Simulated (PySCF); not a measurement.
# Identify the compound

Molecular formula: C₉H₁₄Si. Simulated spectra:

¹H NMR (500 MHz, computed): δ 7.69 (m, 2H), 7.63 (m, 2H), 7.63 (m, 1H), 0.25 (s, 9H).

¹³C{¹H} NMR (computed): δ 145.3 (C), 138.9 (CH, 2C), 134.5 (CH), 132.9 (CH, 2C), -0.6 (CH3, 3C).

How the numbers were obtained: geometry from GFN2-xTB, shieldings: GIAO PBE0/pcSseg-1, in PySCF 2.14.0 with density-fitted response routines (single conformer, no solvent model, non-relativistic, averaged over atoms made equivalent by symmetry, fast rotation or ring inversion).

Shifts are taken against calculated references (same method and geometry level): ¹H and ¹³C against TMS.

Task: Which candidate is it?
A. C=C(C)[C@@H]1C[SiH2][C@H]1C#CC
B. C=C[C@@]1(C)CC[Si@H]1C#CC
C. C[Si](C)(C)c1ccccc1

Result: C. 

- Rings plus π bonds: 4 (1 ring in the answer).
- 5 carbon signals for 9 carbons: some carbons are equivalent by symmetry or fast rotation.
- Carbon types of the structure: 1 × C, 5 × CH, 3 × CH3, which accounts for all hydrogens.
- δC 145.3: substituted aromatic carbon.
- δC 138.9, 134.5, 132.9: aromatic CH; the aromatic region.
- δC -0.6: methyl carbon bonded to Si; an electropositive neighbour leaves it electron-rich and shielded.
- δH 7.69, 7.63, 7.63: hydrogen on an aromatic CH; ring-current deshielding.
- δH 0.25: hydrogen on a methyl carbon bonded to Si; an electropositive neighbour shields it, as in TMS itself.

The others: C=C[C@@]1(C)CC[Si@H]1C#CC would give 9 carbon signals, not 5; C=C(C)[C@@H]1C[SiH2][C@H]1C#CC would give 9 carbon signals, not 5.

Shifts are as computed. Against solution values, carbons near 30 ppm lie about +3 ppm off and those near 130 ppm about +5 ppm. Of 1211 compounds with measured shifts, 218 miss one by over three times the rms of a fit or turn the order of signals round; such compounds aren't used in these exercises. No couplings were computed; multiplicities are counted from neighbouring protons, with m where these are inequivalent, close in shift, in a saturated or five-membered ring or joined by F or P, and br s for small geminal =CH2 splittings.
